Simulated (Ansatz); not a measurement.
`C[N]([SiH3])[GeH3]` + `[CH3][GeH2][Cl]` → `[CH3][GeH]([SiH3])[Cl]` + `C[NH][GeH3]` at 500 K and 1 bar (formal exchange of groups at the Si–N bond).

Computed with Ansatz on PBE0-D4/def2-TZVP structures; ΔE is electronic, products minus reactants. CCSD(T)/CBS is the MP2 limit (def2-TZVPP, def2-QZVPP) plus CCSD(T) − MP2 in def2-TZVPP, frozen cores. For Ge outer-core shells are correlated without core-valence functions, which leaves a few kJ/mol of doubt a bond. Scalar relativity is left out up to krypton.

| species | CCSD(T)/CBS energy (Eh) | H − E (kJ/mol) | S (J/(mol·K)) |
| --- | --- | --- | --- |
| `C[N]([SiH3])[GeH3]` | -2463.36560 | 295.3 | 441.5 |
| `[CH3][GeH2][Cl]` | -2576.99593 | 176.8 | 361.6 |
| `[CH3][GeH]([SiH3])[Cl]` | -2867.28258 | 238.2 | 448.7 |
| `C[NH][GeH3]` | -2173.06430 | 241.1 | 362.9 |

H − E and S are ideal-gas, rigid-rotor, harmonic terms from PBE0-D4/def2-TZVP, for one conformer and one mirror image of each species. 1 Eh = 2625.50 kJ/mol, R = 8.31446 J/(mol·K).

Problem. By hand: ΔE, ΔH, ΔS and ΔG.

Solution. ΔE = (-2867.28258) + (-2173.06430) − (-2463.36560) − (-2576.99593) = 0.01465 Eh = 38.5 kJ/mol. Δ(H − E) = 238.2 + 241.1 − 295.3 − 176.8 = 7.2, so ΔH = 45.7 kJ/mol. ΔS = 448.7 + 362.9 − 441.5 − 361.6 = 8.5 J/(mol·K). ΔG = 45.7 − 500 × (8.5)/1000 = 41.5 kJ/mol.

Problem. By hand: the equilibrium constant, and the temperature at which ΔG would vanish if ΔH and ΔS stayed fixed.

Solution. log₁₀ K = −ΔG/(RT ln 10) = -4.3. ΔG = 0 at ΔH/ΔS = 5376 K, far beyond where these terms or the molecules hold.

The number of gas molecules stays the same, so ΔS is small and ΔH decides. A doubt of 5 kJ/mol in ΔE shifts log₁₀ K by 0.5 here. Other conformers and mirror images would add mixing entropy, several J/(mol·K) or more a flexible species. These are equilibria of isolated gas molecules and say nothing of rates. Largest T1 diagnostic: 0.011 (customary marks: 0.02 for closed shells, 0.045 for open ones).
